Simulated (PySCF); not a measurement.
**Electron correlation in Si (silicon, neutral)**

[Ne] 3s1 3p2 4s1, high-spin 5P determinant (an excited configuration). Computed with PySCF 2.14 in aug-cc-pCVTZ-DK with one added diffuse shell each of s, p, d, f type (9s8p6d4f, 91 functions), with the spin-free X2C one-electron Hamiltonian (Gaussian nucleus). Frozen: 1s2; 12 electrons correlated.

```csv
level,correlation energy (mhartree)
CCSD,-306.31
(T),-2.36
CCSD(T),-308.67
```

Diagnostics: T1 = 0.013, D1 = 0.0617, largest double amplitude 0.034.

Problem. Is a single reference adequate?

Solution. Yes: T1 lies below 0.03 and no double amplitude reaches 0.07.
